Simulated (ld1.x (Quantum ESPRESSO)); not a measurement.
# What one change does to a pseudopotential (Bi, TM)

bismuth, norm-conserving Troullier–Martins (Kleinman–Bylander form), made with ld1.x (Quantum ESPRESSO) 7.5 (LDA (PZ), scalar-relativistic). Core [Xe] 4f14 5d10, reference 6s2 6p3. Waves: 6s (bound): rc 1.45 bohr; 6p (bound): rc 2.20 bohr; 6d channel at 0.25 Ry: rc 2.00 bohr. Local part: all-electron potential smoothed inside 1.25 bohr (lloc = -1). Core correction: a·sin(br)/r model core inside 0.90 bohr.

All-electron outer shells of the reference configuration (LDA (PZ), scalar-relativistic, ld1.x):

```tsv
shell	level (eV)	outermost node (bohr)	outermost maximum (bohr)
5p	-95.96	0.48	0.86
5d	-27.18	0.51	1.03
6s	-14.76	0.98	1.86
6p	-4.77	1.14	2.44
```

Change: local potential the d channel.

Cutoffs: the cutoffs (Ry, on a coarse ladder) from which the occupation-weighted sum of valence levels, in a spherical-Bessel basis at the reference potential, stays within 10 and 1 mRy of its value at 400 Ry; they do not see the model core or the augmentation charge, which bear on the density cutoff. Errors are all-electron minus pseudo energies relative to the spin-unpolarised reference configuration.

Predict the effect on cutoff, ghosts and configuration errors.

The potential gets harder (45 Ry and 160 Ry → 60 Ry and 160 Ry); the bound ghosts move from d, p, s to p, s; of the 9 tests that both files solve, the error grows in 2 and shrinks in 0 by more than 15 % and 0.3 meV (median size 43.5 → 46.4 meV); the range in which the p phases agree widens (upper end 3.3 → at the end of the scan). In the separable form a ghost depends on how the local part lies against the semilocal potential of the channel, so the choice of the local part can create or remove one.

| quantity | base | changed |
| --- | --- | --- |
| cutoff, loose | 45 Ry | 60 Ry |
| cutoff, tight | 160 Ry | 160 Ry |
| loose cutoff by channel (10 mRy a level) | s 40 Ry, p 18 Ry | s 40 Ry, p 10 Ry |
| bound ghosts | d, s, p | s, p |
| error for 6s2 6p2, meV [ΔE 8.15 eV] | -12 | -14 |
| error for 6s2 6p1, meV [ΔE 23.72 eV] | -71 | -81 |
| error for 6s2 6p0, meV [ΔE 47.43 eV] | -246 | -267 |
| error for 6s2 6p3.3, meV [ΔE -1.15 eV] | +0.3 | +0.2 |
| error for 6s1 6p4, meV [ΔE 10.18 eV] | -44 | -46 |
| error for 6s1 6p3, meV [ΔE 19.05 eV] | -76 | -86 |
| error for 6s1 6p0, meV [ΔE 93.35 eV] | -840 | -882 |
| error for 6s2 6p3 (spin-polarised), meV [ΔE -1.02 eV] | -5.0 | -5.8 |
| error for 6s2 6p2 (spin-polarised), meV [ΔE 7.60 eV] | -17 | -19 |
| s: phases at 2.40 bohr within 0.05 rad from the reference energy up to (Ry; the scan ends near 5) | 2.0 | 2.1 |
| p: phases at 2.40 bohr within 0.05 rad from the reference energy up to (Ry; the scan ends near 5) | 3.3 | to the end of the scan |
| d: phases at 2.40 bohr within 0.05 rad from the reference energy up to (Ry; the scan ends near 5) | 1.1 | 0.6 |

Base: These tests converged, but a pseudo level misses the all-electron one widely, so the file describes the atom poorly there or has found another state: 6s1 6p0: empty 6p by 4.2 eV (a node warning on the way). A true bound ghost makes a file unfit for plane-wave use even where its test errors are small: the radial tests pick states by their node count and pass the ghost by.
